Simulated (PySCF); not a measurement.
# Bond curve of SbBr

Set-up: basis Sb x2c-TZVPPall, Br x2c-TZVPPall; spin-free X2C with a Gaussian nucleus; PySCF 2.14. Energies in eV from Sb + Br in their ground configurations at the same level. All curves are PBE0. state 1: ³Σ⁻ (triplet), unpaired electrons π ↑↑; state 2: Ms = 0 determinant of mixed spin (⟨S²⟩ near 1.0), unpaired electrons π ↑↓, a mixture of terms (⟨Lz²⟩ = 2.0), a second solution, started from another occupation; state 3: singlet, one real π or δ orbital doubly filled, a mixture of terms (⟨Lz²⟩ = 2.0), a second solution, started from another occupation; state 4: quintet, unpaired electrons σ ↑↑, π ↑↑, a second solution, started from another occupation.

| R (Å) | state 1 | state 2 | state 3 | state 4 |
| --- | --- | --- | --- | --- |
| 2.147 | -1.703 | -1.432 | -0.600 | 4.9149 |
| 2.246 | -2.352 | -2.076 | -1.231 | 3.8074 |
| 2.346 | -2.695 | -2.414 | -1.556 | 2.9793 |
| 2.421 | -2.811 | -2.526 | -1.658 | 2.4913 |
| 2.496 | -2.838 | -2.549 | -1.671 | 2.0898 |
| 2.571 | -2.800 | -2.507 | -1.620 | 1.7562 |
| 2.671 | -2.677 | -2.379 | -1.480 | 1.3943 |
| 2.796 | -2.450 | -2.145 | -1.233 | 1.0427 |
| 2.945 | -2.123 | -1.808 | -0.882 | 0.7299 |
| 3.145 | -1.665 | -1.331 | -0.389 | 0.4447 |

**Question.** Put a parabola through the three lowest points of the state 1 curve and estimate Re, k and ωe (reduced mass 47.75 u; 1 eV/Å² = 0.16022 mdyn/Å; ωe = 1302.8·√(k/μ) cm⁻¹).

**Answer.** Through R = 2.421, 2.496, 2.571 Å the second-order coefficient is 5.78 eV/Å², so Re ≈ 2.490 Å, k ≈ 1.85 mdyn/Å and ωe ≈ 257 cm⁻¹. A polynomial fit of higher order to the unrounded PBE0 energies gives Re = 2.486 Å, k = 1.93 mdyn/Å, ωe = 262 cm⁻¹; anharmonicity and rounding make the difference.

The higher-order fit for each curve: state 1: Re = 2.486 Å, ωe = 262 cm⁻¹, De = 2.84 eV; state 2: Re = 2.482 Å, ωe = 264 cm⁻¹, minimum 2.55 eV below the ground-state fragments; state 3: Re = 2.471 Å, ωe = 269 cm⁻¹, minimum 1.67 eV below the ground-state fragments. State 4 gave no clean fit.

These are scalar-relativistic numbers at best; spin–orbit coupling would shift them, the dissociation energy most. The state was picked by a PBE0 search and need not be the measured ground state.
